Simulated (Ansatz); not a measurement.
CH$_{4}$BOSb. Charge 0, multiplicity 1. Sb takes the def2 core potential. The bonds changed during the relaxation, so this is another structure than the one it started from.

Z-matrix (Å, degrees):
```
C
B 1 1.490
O 1 1.333 2 122.4
H 1 1.090 2 122.9 3 178.2
Sb 2 2.118 1 100.5 3 -132.9
H 2 1.190 1 126.3 3 16.6
H 3 0.963 1 110.9 2 172.3
H 5 1.715 2 95.9 1 -33.3
```

(1) What are the harmonic wavenumbers in cm⁻¹ at PBE0-D4/def2-TZVP (Ansatz, finite differences of forces, unscaled)? (Best estimate.)

(2) Is this a minimum?

(3) Give the ideal-gas thermochemistry at 298.15 K and 1 bar (rigid rotor, harmonic oscillator; point group C1, symmetry number 1).

(4) Rotational constants (cm⁻¹)?

Answers

(1) Ansatz gave: 77, 317, 354, 431, 527, 584, 687, 754, 881, 927, 1077, 1255, 1290, 1501, 1930, 2670, 3141, 3819.

(2) Yes, all 18 modes are real.

(3) Zero-point energy 132.9 kJ/mol; H(298) − E = 149.6 kJ/mol; entropy 321.8 J/(mol·K), of which translation 172.5, rotation 110.1, vibration 39.2; G(298) − E = 53.6 kJ/mol. Modes under 100 cm⁻¹ are hindered rotations or soft bends, so the harmonic entropy is rough.

(4) 0.6473, 0.05344, 0.05109.
